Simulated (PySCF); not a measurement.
**How methods differ on the ionisation energy of Pb**

Pb [Xe] 4f14 5d10 6s2 6p2 (3P) → Pb⁺ [Xe] 4f14 5d10 6s2 6p1 (2P), as a difference of total energies. Computed with PySCF 2.14 in aug-cc-pwCVTZ-DK3 (11s10p8d5f1g, 125 functions), with the spin-free X2C one-electron Hamiltonian (Gaussian nucleus). Correlated levels: valence: [Xe] 4f14 5d10 frozen. The calculations carry no spin-orbit coupling.

| method | ionisation energy (eV) |
| --- | --- |
| UHF | 6.574 |
| MP2 (valence) | 6.844 |
| SCS-MP2 (valence) | 6.780 |
| CCSD (valence) | 6.878 |
| CCSD(T) (valence) | 6.898 |

How much does correlation contribute at CCSD(T) (valence)?

6.898 − (6.574) = 0.324 eV, measured against UHF.

Spin-orbit coupling is strong in these open shells (close to jj coupling). The scalar numbers leave it out and a first-order estimate fails, so it can dominate the gap to the real levels.

Errors of the correlated levels include the incompleteness of this basis and the frozen core.

For comparison: 7.417 eV (measured; NIST Atomic Spectra Database, ionization energies).
